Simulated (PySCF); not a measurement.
Coordinates in bohr (charge 1 multiplicity 3):
```
Ir    0.0000    0.0000   -1.0380
Se    3.4199    0.0000    1.2499
Se   -3.4199    0.0000    1.2499
```

Computed with UPBE0 in PySCF with Ir def2-SVP with ECP60, Se def2-SVP; scalar-relativistic core potentials, no spin–orbit coupling; density-fitted integrals.

This geometry of IrSe₂⁺ is a stationary point at this level.

Task: What is the point group?

Result: C2v.

Task: Is it a minimum?

Result: Yes: all harmonic wavenumbers are real.

Task: List the harmonic modes with their infrared intensities.

Result: 
| symmetry | ω (cm⁻¹) | IR (km/mol) | type |
| --- | --- | --- | --- |
| a1 | 100 | 0.0 | bend |
| b2 | 317 | 8.0 | stretch |
| a1 | 353 | 0.0 | stretch |

Task: What are the dipole moment and the gap between the highest occupied and lowest empty levels of either spin?

Result: 0.32 D about the centre of mass and 2.18 eV.

In C2v the vibrations span 2a1 + b2. Here b1 is antisymmetric to the molecular plane and b2 lies in it.

Other isomers or separated fragments may lie lower. Other spin states or occupations of the open shell can lie lower. With an element this heavy the missing spin–orbit coupling can shift these numbers.
